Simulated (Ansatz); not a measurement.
Relaxation of B9As8H24⁻, a nanocrystal cut from wurtzite BAs (hydrogen-capped) with RKS r2SCAN-D4/def2-SVP.

```sh
$ ansatz run in.yaml --threads 2 --pin off --events-out ev --progress --plain --max-ram 22528MiB --backend cuda --devices 0, --max-vram 18GiB
```

```yaml
crystal:
  periodic: [false, false, false]
  atoms:
    - {symbol: B, position_ang: [-0.003930, -1.819710, -2.569560]}
    - {symbol: As, position_ang: [-1.641910, -0.794680, -3.198190]}
    - {symbol: As, position_ang: [-0.000830, -1.695970, -0.508350]}
    - {symbol: B, position_ang: [-1.710680, -0.846010, 0.288010]}
    - {symbol: B, position_ang: [-0.000380, -1.908040, 3.043650]}
    - {symbol: As, position_ang: [-1.591700, -0.800740, 2.357150]}
    - {symbol: B, position_ang: [-2.059930, 1.087600, -2.539840]}
    - {symbol: As, position_ang: [-1.635690, 1.053840, -0.521170]}
    - {symbol: B, position_ang: [-1.726300, 1.120670, 3.079270]}
    - {symbol: As, position_ang: [1.630010, -0.787430, -3.203000]}
    - {symbol: B, position_ang: [1.712070, -0.849060, 0.286710]}
    - {symbol: As, position_ang: [1.593080, -0.804360, 2.356160]}
    - {symbol: B, position_ang: [2.060510, 1.091810, -2.539130]}
    - {symbol: As, position_ang: [1.640180, 1.051460, -0.520830]}
    - {symbol: B, position_ang: [0.003960, 2.074580, 0.231160]}
    - {symbol: B, position_ang: [1.730270, 1.116310, 3.079810]}
    - {symbol: As, position_ang: [0.003200, 1.943040, 2.318180]}
    - {symbol: H, position_ang: [-0.000160, -2.953600, -2.968900]}
    - {symbol: H, position_ang: [-2.810940, -1.717400, -2.947250]}
    - {symbol: H, position_ang: [-1.811580, -0.960800, -4.705580]}
    - {symbol: H, position_ang: [-0.001140, -3.191510, -0.076930]}
    - {symbol: H, position_ang: [-2.680090, -1.435770, -0.139610]}
    - {symbol: H, position_ang: [-0.002370, -2.988850, 2.505850]}
    - {symbol: H, position_ang: [0.000180, -1.969020, 4.238290]}
    - {symbol: H, position_ang: [-2.893400, -1.553700, 2.821410]}
    - {symbol: H, position_ang: [-3.217060, 1.331610, -2.742310]}
    - {symbol: H, position_ang: [-1.325270, 1.834980, -3.131740]}
    - {symbol: H, position_ang: [-2.841590, 1.809060, 0.082900]}
    - {symbol: H, position_ang: [-2.689820, 1.670480, 2.615600]}
    - {symbol: H, position_ang: [-1.706890, 1.129640, 4.275690]}
    - {symbol: H, position_ang: [1.792710, -0.947970, -4.712500]}
    - {symbol: H, position_ang: [2.801950, -1.709970, -2.961850]}
    - {symbol: H, position_ang: [2.678980, -1.440900, -0.141500]}
    - {symbol: H, position_ang: [2.892520, -1.560890, 2.820420]}
    - {symbol: H, position_ang: [1.330070, 1.846280, -3.126850]}
    - {symbol: H, position_ang: [3.219090, 1.326170, -2.744310]}
    - {symbol: H, position_ang: [2.847170, 1.803460, 0.083520]}
    - {symbol: H, position_ang: [0.004070, 3.211110, -0.159910]}
    - {symbol: H, position_ang: [1.710330, 1.123230, 4.276280]}
    - {symbol: H, position_ang: [2.695570, 1.664540, 2.618130]}
    - {symbol: H, position_ang: [0.005710, 3.446500, 2.781140]}
basis:
  gaussian: {orbitals: def2-SVP, fitting: {mean_field: def2-universal-jkfit}}
total_charge: -1
hamiltonian: {xc: r2scan, dispersion: d4}
scf: {lower_state_search: "off"}
output: {orbitals: {seedname: orbitals}}
relax: {f_tol: 0.03, max_steps: 70}
```

Run time 29 s (2 threads of AMD EPYC 7R13 on a shared host and a share (18 GiB) of an NVIDIA H100 80GB HBM3), peak host memory 1.2 GiB.

Positions (Å) and forces (eV/Å) at steps 1, 2, 3, 4 of 4:

```xyz
41
step=1 energy=-493147.7848 eV
B    -0.004   -1.820   -2.570    0.018    0.289   -0.022
As   -1.642   -0.795   -3.198   -0.801   -0.375   -0.583
As   -0.001   -1.696   -0.508    0.005   -1.238    0.891
B    -1.711   -0.846    0.288    0.077    0.079   -0.271
B     0.000   -1.908    3.044   -0.002    0.165   -0.390
As   -1.592   -0.801    2.357   -1.094   -0.622    0.416
B    -2.060    1.088   -2.540    0.383    0.049   -0.044
As   -1.636    1.054   -0.521   -0.829    0.677    0.739
B    -1.726    1.121    3.079    0.206   -0.124   -0.403
As    1.630   -0.787   -3.203    0.804   -0.374   -0.592
B     1.712   -0.849    0.287   -0.098    0.082   -0.270
As    1.593   -0.804    2.356    1.088   -0.625    0.413
B     2.061    1.092   -2.539   -0.389    0.030   -0.056
As    1.640    1.051   -0.521    0.832    0.675    0.738
B     0.004    2.075    0.231   -0.013   -0.404   -0.265
B     1.730    1.116    3.080   -0.202   -0.126   -0.402
As    0.003    1.943    2.318    0.001    1.270    0.388
H     0.000   -2.954   -2.969   -0.001   -0.185   -0.096
H    -2.811   -1.717   -2.947    0.006   -0.016    0.312
H    -1.812   -0.961   -4.706    0.313    0.234    0.037
H    -0.001   -3.192   -0.077   -0.001    0.698   -0.236
H    -2.680   -1.436   -0.140   -0.109   -0.066    0.042
H    -0.002   -2.989    2.506    0.000   -0.281   -0.179
H     0.000   -1.969    4.238    0.001    0.128    0.517
H    -2.893   -1.554    2.821    0.703    0.392   -0.323
H    -3.217    1.332   -2.742   -0.403   -0.080    0.024
H    -1.325    1.835   -3.132    0.258    0.151   -0.110
H    -2.842    1.809    0.083    0.422   -0.338   -0.201
H    -2.690    1.670    2.616   -0.312    0.165   -0.229
H    -1.707    1.130    4.276    0.163   -0.077    0.506
H     1.793   -0.948   -4.713   -0.315    0.233    0.050
H     2.802   -1.710   -2.962   -0.015   -0.016    0.310
H     2.679   -1.441   -0.141    0.123   -0.073    0.036
H     2.893   -1.561    2.820   -0.699    0.395   -0.323
H     1.330    1.846   -3.127   -0.258    0.157   -0.107
H     3.219    1.326   -2.744    0.404   -0.081    0.024
H     2.847    1.803    0.084   -0.414   -0.331   -0.197
H     0.004    3.211   -0.160    0.002    0.273   -0.090
H     1.710    1.123    4.276   -0.165   -0.076    0.505
H     2.696    1.665    2.618    0.313    0.166   -0.230
H     0.006    3.446    2.781   -0.002   -0.798   -0.335
41
step=2 energy=-493147.9159 eV
B    -0.003   -1.774   -2.527    0.005   -0.296    0.022
As   -1.700   -0.815   -3.174    0.268    0.122    0.092
As   -0.001   -1.777   -0.432    0.007    0.599   -0.502
B    -1.734   -0.853    0.260    0.008   -0.055    0.265
B     0.000   -1.904    2.990    0.000   -0.072    0.091
As   -1.650   -0.845    2.332    0.265    0.186   -0.147
B    -2.049    1.089   -2.497   -0.184    0.091    0.059
As   -1.723    1.105   -0.444    0.567   -0.394   -0.500
B    -1.709    1.110    2.998   -0.054    0.035    0.170
As    1.691   -0.810   -3.180   -0.276    0.124    0.108
B     1.735   -0.855    0.258   -0.015   -0.056    0.271
As    1.650   -0.848    2.330   -0.260    0.187   -0.145
B     2.049    1.091   -2.497    0.186    0.083    0.053
As    1.727    1.103   -0.444   -0.569   -0.403   -0.500
B     0.003    2.090    0.179   -0.005   -0.006    0.305
B     1.713    1.107    2.997    0.053    0.035    0.172
As    0.003    2.018    2.270    0.000   -0.334   -0.167
H     0.000   -2.907   -2.949   -0.002   -0.171   -0.091
H    -2.845   -1.736   -2.789    0.147    0.078   -0.272
H    -1.712   -0.869   -4.706   -0.162   -0.083    0.342
H    -0.002   -3.240   -0.040    0.001    0.181   -0.022
H    -2.714   -1.449   -0.144   -0.024   -0.024   -0.075
H    -0.002   -3.005    2.470    0.000   -0.136    0.031
H     0.001   -1.908    4.203    0.000   -0.047    0.164
H    -2.915   -1.584    2.743    0.144    0.109    0.091
H    -3.226    1.297   -2.696   -0.171    0.105   -0.093
H    -1.293    1.833   -3.087    0.041   -0.005   -0.034
H    -2.920    1.808    0.164    0.197   -0.084   -0.037
H    -2.692    1.661    2.541   -0.141    0.067    0.040
H    -1.638    1.099    4.209   -0.040    0.049    0.171
H     1.694   -0.859   -4.713    0.164   -0.085    0.346
H     2.837   -1.734   -2.804   -0.149    0.082   -0.273
H     2.713   -1.453   -0.147    0.027   -0.027   -0.077
H     2.915   -1.590    2.741   -0.144    0.109    0.091
H     1.298    1.843   -3.082   -0.041   -0.006   -0.039
H     3.228    1.291   -2.698    0.174    0.108   -0.092
H     2.925    1.804    0.164   -0.197   -0.084   -0.038
H     0.004    3.231   -0.223   -0.001    0.095   -0.092
H     1.641    1.094    4.209    0.041    0.048    0.171
H     2.697    1.656    2.542    0.141    0.066    0.039
H     0.005    3.487    2.672   -0.001   -0.187    0.105
41
step=3 energy=-493148.1615 eV
B    -0.003   -1.808   -2.564   -0.002    0.014    0.042
As   -1.677   -0.804   -3.198    0.011    0.034    0.058
As   -0.001   -1.751   -0.476   -0.001    0.032    0.010
B    -1.718   -0.861    0.270    0.024    0.005    0.027
B     0.000   -1.905    3.040    0.000   -0.023    0.070
As   -1.623   -0.825    2.350    0.055    0.037   -0.026
B    -2.050    1.101   -2.532   -0.011    0.040    0.002
As   -1.670    1.069   -0.489   -0.012   -0.019   -0.007
B    -1.720    1.119    3.045   -0.017    0.023    0.038
As    1.668   -0.801   -3.202   -0.008    0.035    0.058
B     1.719   -0.864    0.268   -0.023    0.006    0.028
As    1.624   -0.828    2.348   -0.055    0.036   -0.026
B     2.051    1.101   -2.532    0.010    0.038    0.003
As    1.673    1.067   -0.490    0.009   -0.018   -0.009
B     0.002    2.076    0.196    0.001   -0.007    0.026
B     1.724    1.116    3.044    0.018    0.024    0.037
As    0.003    1.987    2.289    0.000   -0.074   -0.007
H    -0.002   -2.944   -2.988    0.001   -0.029   -0.024
H    -2.826   -1.728   -2.880   -0.019   -0.021   -0.044
H    -1.730   -0.870   -4.709   -0.018   -0.026   -0.055
H    -0.002   -3.206   -0.072    0.000    0.012   -0.001
H    -2.696   -1.456   -0.143   -0.039   -0.009   -0.003
H    -0.001   -3.020    2.541    0.000   -0.013   -0.005
H     0.001   -1.899    4.261    0.000    0.033   -0.026
H    -2.879   -1.547    2.794   -0.006   -0.006   -0.007
H    -3.229    1.331   -2.737    0.030    0.003    0.003
H    -1.272    1.828   -3.119   -0.022   -0.004    0.005
H    -2.850    1.772    0.138    0.019   -0.021   -0.020
H    -2.709    1.672    2.590    0.000   -0.001    0.018
H    -1.654    1.116    4.264    0.022   -0.015   -0.013
H     1.713   -0.862   -4.713    0.018   -0.026   -0.057
H     2.818   -1.726   -2.893    0.019   -0.022   -0.044
H     2.695   -1.460   -0.146    0.039   -0.009   -0.003
H     2.879   -1.552    2.792    0.007   -0.006   -0.007
H     1.278    1.835   -3.116    0.021   -0.006    0.004
H     3.232    1.324   -2.738   -0.030    0.002    0.003
H     2.854    1.768    0.138   -0.019   -0.020   -0.020
H     0.003    3.221   -0.210    0.000    0.005   -0.026
H     1.658    1.112    4.263   -0.022   -0.015   -0.013
H     2.714    1.667    2.590    0.000   -0.001    0.018
H     0.004    3.437    2.725    0.000    0.013   -0.007
41
step=4 energy=-493148.1690 eV
B    -0.003   -1.807   -2.568    0.000    0.001   -0.004
As   -1.676   -0.800   -3.210    0.010    0.008    0.006
As   -0.001   -1.752   -0.479    0.000   -0.006   -0.006
B    -1.718   -0.867    0.269   -0.004    0.008    0.028
B     0.000   -1.893    3.060    0.000   -0.001    0.017
As   -1.618   -0.820    2.350   -0.001   -0.003   -0.012
B    -2.053    1.101   -2.535   -0.001    0.012    0.009
As   -1.670    1.059   -0.494    0.003   -0.002   -0.013
B    -1.708    1.119    3.062   -0.006    0.001    0.012
As    1.668   -0.799   -3.214   -0.010    0.009    0.007
B     1.717   -0.869    0.267    0.005    0.008    0.027
As    1.619   -0.822    2.348    0.001   -0.003   -0.012
B     2.053    1.100   -2.536    0.002    0.012    0.009
As    1.672    1.057   -0.495   -0.003   -0.002   -0.013
B     0.002    2.067    0.190    0.000   -0.004    0.004
B     1.712    1.117    3.061    0.006    0.001    0.012
As    0.003    1.986    2.283    0.000    0.008    0.000
H    -0.002   -2.943   -2.997    0.000    0.002    0.002
H    -2.828   -1.731   -2.924   -0.009   -0.006   -0.007
H    -1.713   -0.863   -4.724    0.003   -0.006   -0.021
H    -0.002   -3.208   -0.083    0.000   -0.008    0.013
H    -2.700   -1.461   -0.138   -0.001   -0.004    0.004
H    -0.001   -3.020    2.589    0.000   -0.016   -0.007
H     0.001   -1.846    4.279    0.000    0.008   -0.009
H    -2.876   -1.542    2.790    0.000    0.001    0.001
H    -3.231    1.334   -2.735   -0.002   -0.001   -0.005
H    -1.278    1.835   -3.117   -0.001   -0.004   -0.008
H    -2.853    1.760    0.128    0.003    0.002    0.015
H    -2.709    1.678    2.644   -0.012    0.003    0.001
H    -1.599    1.094    4.278   -0.002   -0.002   -0.016
H     1.700   -0.858   -4.728   -0.003   -0.006   -0.022
H     2.820   -1.732   -2.934    0.009   -0.007   -0.007
H     2.699   -1.465   -0.140    0.001   -0.004    0.004
H     2.877   -1.546    2.787    0.000    0.001    0.001
H     1.282    1.838   -3.117    0.001   -0.004   -0.008
H     3.232    1.327   -2.737    0.002    0.000   -0.005
H     2.856    1.756    0.126   -0.003    0.002    0.015
H     0.002    3.209   -0.227    0.000    0.001    0.001
H     1.604    1.091    4.277    0.003   -0.002   -0.016
H     2.714    1.674    2.643    0.012    0.003    0.001
H     0.004    3.442    2.702    0.000   -0.001    0.005
```

Single mean-field runs in def2-SVP are fitted with def2-universal-jkfit.
